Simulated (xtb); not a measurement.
Input file for xtb: GFN-FF on CH7AlO (a complex), monomers drawn apart or pushed together.

```
$ xtb mol.xyz --gfnff --sp --chrg 0 --uhf 0
10

C     -0.17782191     0.91678711    -0.61249953
Al    -0.32978266    -0.37361313     0.86026338
H      0.86233420     1.09224218    -0.90214643
H     -0.69800575     0.55581439    -1.50582924
H     -0.61951890     1.88521093    -0.36002209
H      0.58492859    -1.68608149     0.82906625
H     -1.71430386    -0.46922958     1.65672070
O      1.03984287     0.66498022     3.13578215
H      1.77410111     0.10800133     3.42619933
H      0.46179165     0.80784866     3.89680766
```

### Question
Predict the final total energy.

### Answer
-1.0417 hartree.
